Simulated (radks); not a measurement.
Exchange energies: the exact (Fock) value of the Kohn-Sham orbitals and density-functional approximations, as 100 (|E| - |E exact|)/|E exact|, negative where the magnitude is too small. Species: P [Ne] 3s2 3p3; Ca [Ar] 4s2; Be3+ 1s1; Sb [Kr] 4d10 5s2 5p3. Calculated with a radial shooting solver on a logarithmic mesh with Libxc functionals: non-relativistic Kohn-Sham, exchange-only LDA, spin-polarised, spherical densities, point nucleus. Every spin shell is full or empty, so the densities are truly spherical. Functionals are evaluated on that one density, not self-consistently.

| functional | P | Ca | Be3+ | Sb |
|---|---|---|---|---|
| exact (hartree) | -22.5219 | -35.0987 | -1.23241 | -163.596 |
| LDA | -8.04 | -7.34 | -14.19 | -4.81 |
| B88 | +0.03 | +0.04 | -0.79 | +0.03 |
| PBE | -0.49 | -0.47 | -2.00 | -0.42 |
| RPBE | +0.09 | 0.00 | -0.32 | -0.24 |
| PW86 | +0.58 | +0.47 | -0.25 | -0.20 |
| AM05 | -7.02 | -6.52 | -10.98 | -4.49 |
| B86b | +0.14 | +0.13 | -1.05 | 0.00 |
| G96 | +0.10 | +0.14 | -0.34 | +0.35 |
| EV93 | +1.36 | +0.90 | +3.81 | -0.32 |
